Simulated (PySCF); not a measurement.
Computed IR spectrum (relative IR intensity) of a molecule C5H7F. The structure is a stationary point at PBE0-D3(BJ)/def2-SVP. Other conformers were not sampled. Method: PBE0-D3(BJ)/def2-SVP in PySCF 2.14.0. Harmonic, unscaled wavenumbers; measured fundamentals usually lie a few per cent lower.

Lines under 2 % of the strongest are left out, and lines within 2 cm⁻¹ are merged.

ν (cm⁻¹): 306 (vw), 389 (w), 526 (m), 590 (w), 755 (m), 779 (m), 905 (m), 947 (w), 984 (vw), 1010 (w), 1035 (m), 1088 (s), 1091 (m), 1143 (vs), 1184 (s), 1231 (vw), 1284 (vw), 1299 (w), 1345 (w), 1358 (w), 1402 (vs), 1448 (w), 1468 (m), 1718 (w), 3038 (vs), 3050 (s), 3091 (m), 3106 (m), 3159 (m), 3214 (w), 3241 (w) (against the strongest line: vs over 80 %, s over 45 %, m over 15 %, w over 4 %, vw less)

Identify the compound among the candidates.
A. C=CC(F)C=C
B. F[C@H]1C=CCC1
C. CC1=C[C@@H](F)C1
D. C=C=C[C@@H](C)F

B, F[C@H]1C=CCC1
